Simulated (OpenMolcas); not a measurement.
**4d along the 37-electron sequence**

```yaml
Program: OpenMolcas 26.06
Method: SS-CASPT2, IPEA 0.25 Eh, imaginary shift 0.1 Eh
Basis: ANO-R2
Scalar_Hamiltonian: X2C, finite nucleus
Spin-orbit_coupling: RASSI with atomic mean-field integrals over the reference wave functions, term energies averaged over their components
```

Active space for each ion: 1 electron in 10 orbitals (4d 5d); closed shells correlated by CASPT2: 4s 4p.

Computed levels in cm-1 above 2D 3/2:

| Level | Zr3+ | Nb4+ | Mo5+ | Tc6+ | Ru7+ |
| --- | --- | --- | --- | --- | --- |
| 2D 5/2 | 1286 | 1810 | 2538 | 3282 | 4201 |
| weight of 2D in the lowest level (%) | 100 | 100 | 100 | 100 | 100 |

Measured, with the error of the calculation in %. Measured levels: Zr3+ from the list in Rauch et al., Astron. Astrophys. 599, A142 (2017); Nb4+ from Moore, Atomic Energy Levels, vol. II, NSRDS-NBS 35 (1971 reprint of NBS Circular 467, 1952); Mo5+ from Sugar and Musgrove, J. Phys. Chem. Ref. Data 17, 155 (1988).

```tsv
Level	Zr3+	Nb4+	Mo5+
2D 5/2	1251 (+2.9)	1870 (-3.2)	2584 (-1.8)
```

The fine-structure level 2D 5/2 changes by a factor of 3.27 from Zr3+ to Ru7+. Its fourth root runs 5.99, 6.52, 7.10, 7.57, 8.05, with steps per unit of Z of 0.53, 0.58, 0.47, 0.48; equal steps would mean a (Z - σ)^4 law with constant σ.

With one active electron outside closed inactive shells, the extra shells (5d) add no correlation to the reference. With one active electron, CASPT2 adds the correlation within the correlated inactive shells and between them and that electron, and leaves the splitting within a term as the reference gives it. Measured partners are found by configuration, term and J. A level has none where our copy of the source lacks it or the pairing is in doubt (some pairs that miss far off the trend of their configuration count as doubtful), and it then counts in no deviation. Levels of configurations outside the active space are missing.
